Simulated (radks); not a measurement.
Values are calculated unless marked as measured or tabulated.
Ionisation of La, [Xe] 5d1 6s2, to La+, [Xe] 5d2, under several functionals. Scalar-relativistic Kohn-Sham, spin-polarised, spherical densities, finite nucleus; open shells are filled with parallel spins first (spin-orbit coupling, left out, can overturn this in heavy ions); a radial shooting solver on a logarithmic mesh with Libxc functionals.

| functional | E(La) (hartree) | Exc (hartree) | IE (eV) | -e(HOMO) (eV) | <r> HOMO (bohr) | IE error (eV) |
|---|---|---|---|---|---|---|
| OLYP | -8496.0680 | -206.3750 | 5.226 | 3.177 | 2.919 | -0.351 |
| revPBE | -8493.1800 | -203.3559 | 5.455 | 3.292 | 2.969 | -0.122 |
| exchange-only PBE | -8489.8570 | -199.9822 | 5.280 | 2.616 | 3.047 | -0.297 |
| AM05 | -8486.7610 | -196.9021 | 5.535 | 3.295 | 2.963 | -0.042 |
| exchange-only r2SCAN | -8490.8727 | -200.5206 | 4.618 | 2.585 | 3.005 | -0.959 |
| LDA (Slater exchange, Perdew-Zunger correlation) | -8486.5055 | -196.6428 | 5.961 | 3.382 | 2.975 | +0.384 |
| r2SCAN | -8493.9601 | -203.6505 | 5.277 | 3.333 | 2.966 | -0.300 |
| Wu-Cohen GGA | -8492.0620 | -202.2292 | 5.512 | 3.318 | 2.975 | -0.065 |
| LDA (Slater exchange, VWN5 correlation) | -8486.5269 | -196.6647 | 5.922 | 3.397 | 2.973 | +0.346 |

NIST Atomic Spectra Database: 5.577 eV (measured). Closest: AM05. The Delta-SCF values span 1.34 eV, the total energies 9.56 hartree. The highest occupied level is 5d. Open shells are spherical and high-spin; term and fine-structure splittings are not resolved. Spin-orbit splitting is averaged out at the scalar-relativistic level.
